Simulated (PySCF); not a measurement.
Bi(Me)(OH)2 (CH5BiO2), SMILES [CH3][Bi]([OH])[OH]. Atoms are numbered in the order given.

```xyz
9

Bi    -0.1223     0.2711     0.0000
C      2.0957    -0.3292     0.0000
H      2.5891     0.0659     0.9004
H      2.5891     0.0659    -0.9004
H      2.1624    -1.4281     0.0000
O     -0.6068    -0.9820     1.6273
H     -0.0290    -1.7590     1.6549
O     -0.6068    -0.9820    -1.6273
H     -0.0290    -1.7590    -1.6549
```
Charge 0, spin multiplicity 1.

Geometry: B3LYP-D3(BJ)/def2-SVP. The def2 effective core potentials stand for the cores of Bi; spin–orbit coupling is left out. One conformer was computed; it need not be the lowest.

Method: C-PCM-M06-2X/def2-SVP (PySCF 2.14.0).

The values are the electrostatic part of the solvation free energy, E(continuum) − E(gas) at the gas-phase geometry, in a cavity of scaled van der Waals radii (PySCF's table); cavitation and dispersion terms are not included. A continuum can't describe solvent molecules that bind to the metal. In vacuum the orbital gap is 9.16 eV. The dipole moment in vacuum is 2.98 D.

| solvent | ε | ΔG(elec) (kcal/mol) | dipole (D) | gap (eV) |
|---|---|---|---|---|
| water | 78.36 | -11.6 | 3.84 | 9.13 |
| ethanol | 24.85 | -11.2 | 3.81 | 9.13 |
| chlorobenzene | 5.70 | -9.4 | 3.67 | 9.14 |
